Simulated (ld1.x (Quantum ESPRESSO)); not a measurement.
Configuration tests for As (Z = 33) (TM)

- Element: As (Z = 33)
- Generator: ld1.x (Quantum ESPRESSO) 7.5
- Type: norm-conserving Troullier–Martins (Kleinman–Bylander form)
- Functional: LDA (PZ)
- Relativity: scalar-relativistic
- Frozen core: [Ar] 3d10
- Valence charge: 5
- Reference configuration: 4s2 4p2.5 (charge +0.5)
- Partial waves: 4s (bound): rc 1.60 bohr; 4p (bound): rc 1.65 bohr
- Local potential: the p channel
- Core correction: a·sin(br)/r model core inside 1.55 bohr

Energies are relative to the spin-unpolarised reference configuration 4s2 4p2.5; without spin polarisation the order of configurations can differ from experiment. Spin-polarised rows fill each open shell by Hund’s rule, majority spin first. The frozen-core shift is the all-electron ΔE with the core orbitals held at their reference shape minus the fully relaxed ΔE.

```json
{"valence configuration": "4s2 4p3", "charge": "0", "ΔE all-electron (eV)": "-3.637", "error AE − PS (meV)": "+0.3", "frozen-core shift (meV)": "+0.3"}
{"valence configuration": "4s2 4p2", "charge": "+1", "ΔE all-electron (eV)": "5.689", "error AE − PS (meV)": "-1.7", "frozen-core shift (meV)": "+2.2"}
{"valence configuration": "4s0 4p5", "charge": "0", "ΔE all-electron (eV)": "15.569", "error AE − PS (meV)": "-11", "frozen-core shift (meV)": "+20"}
{"valence configuration": "4s2 4p0", "charge": "+3", "ΔE all-electron (eV)": "51.891", "error AE − PS (meV)": "-84", "frozen-core shift (meV)": "+130"}
{"valence configuration": "4s1 4p0", "charge": "+4", "ΔE all-electron (eV)": "103.005", "error AE − PS (meV)": "-260", "frozen-core shift (meV)": "+496"}
{"valence configuration": "4s2 4p2.5 (spin-polarised)", "charge": "+0.5", "ΔE all-electron (eV)": "-1.025", "error AE − PS (meV)": "+25", "frozen-core shift (meV)": "+6.9"}
{"valence configuration": "4s2 4p3 (spin-polarised)", "charge": "0", "ΔE all-electron (eV)": "-4.961", "error AE − PS (meV)": "+30", "frozen-core shift (meV)": "+8.5"}
```

(1) What are ΔE and the potential's error for 4s2 4p1?

(2) What are ΔE and the potential's error for 4s2 4p3.3?

Levels in the configuration 4s0 4p5:

```
level  all-electron (eV)  pseudo (eV)
   4p             -6.564       -6.567
```

Results:

(1) ΔE = 23.851 eV all-electron; the error (AE − PS) is -19 meV.

(2) ΔE = -4.915 eV all-electron; the error (AE − PS) is +0.2 meV.
